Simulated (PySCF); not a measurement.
C3H8FNSi, SMILES C=C(F)C[SiH2]N.

Coordinates come from a B3LYP-D3(BJ)/def2-SVP optimisation. The structure was generated by enumeration, and PubChem lists no compound with its InChIKey, so it may never have been made. One conformer was computed; it need not be the lowest.

Method: PySCF with TDDFT-PBE/def2-SVPD.

Vertical excitations. Isolated molecule, no solvent.

Computed UV-visible absorptions:
| state | energy (eV) | λ (nm) | f | main pairs |
|---|---|---|---|---|
| S1 | 5.20 | 238 | 0.006 | HOMO→LUMO 73 %, HOMO−1→LUMO 26 % |
| S2 | 5.75 | 216 | 0.029 | HOMO→LUMO+1 44 %, HOMO−1→LUMO+1 29 %, HOMO−1→LUMO 20 %, HOMO→LUMO 7 % |
| S3 | 5.94 | 209 | 0.012 | HOMO−1→LUMO+1 35 %, HOMO→LUMO+2 32 %, HOMO→LUMO+1 28 % |
| S4 | 5.98 | 207 | 0.010 | HOMO→LUMO+2 66 %, HOMO→LUMO+1 19 %, HOMO−1→LUMO+1 10 % |
| S5 | 6.06 | 205 | 0.003 | HOMO−1→LUMO+2 95 % |
| S6 | 6.69 | 185 | 0.338 | HOMO−1→LUMO 38 %, HOMO−1→LUMO+1 18 %, HOMO→LUMO 15 %, HOMO→LUMO+1 6 % |
| S7 | 6.72 | 184 | 0.036 | HOMO→LUMO+3 92 % |
| S8 | 6.81 | 182 | 0.007 | HOMO−1→LUMO+3 94 % |
| S9 | 6.85 | 181 | 0.007 | HOMO→LUMO+4 91 % |
| S10 | 6.94 | 179 | 0.008 | HOMO−1→LUMO+4 96 % |
| T1 | 4.36 | 285 | 0 | HOMO−1→LUMO 61 %, HOMO→LUMO 33 % |
| T2 | 5.13 | 242 | 0 | HOMO→LUMO 65 %, HOMO−1→LUMO 33 % |
| T3 | 5.64 | 220 | 0 | HOMO→LUMO+1 87 % |
| T4 | 5.78 | 214 | 0 | HOMO−1→LUMO+1 79 % |
Triplets are in the Tamm–Dancoff approximation, which puts them higher than full response would, so one can lie above its singlet here.
